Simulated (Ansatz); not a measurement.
Ansatz results at the PBE0-D4/def2-TZVP geometry: HOMO–LUMO gap (B3LYP/def2-TZVPP) 4.54 eV; LUMO energy (PBE/def2-TZVPP) -3.96 eV; size of the dipole moment (ωB97M-V/def2-TZVPP) 1.40 D.

Each molecule was computed in one conformer, which needn't be the lowest.

**Question.** Which molecule gave them?
A. `C=COC(=C)N`
B. `N[Si](O)(O)C=O`
C. `[OH][GeH]([OH])[CH2]F`
D. `B[SiH](B)CF`

**Answer.** D. The others give `[OH][GeH]([OH])[CH2]F`: 8.04, -0.64, 1.38; `C=COC(=C)N`: 6.23, -0.54, 2.08; `N[Si](O)(O)C=O`: 4.98, -2.54, 2.38.

B3LYP here is the variant with VWN-RPA as its local correlation; programs differ in this.
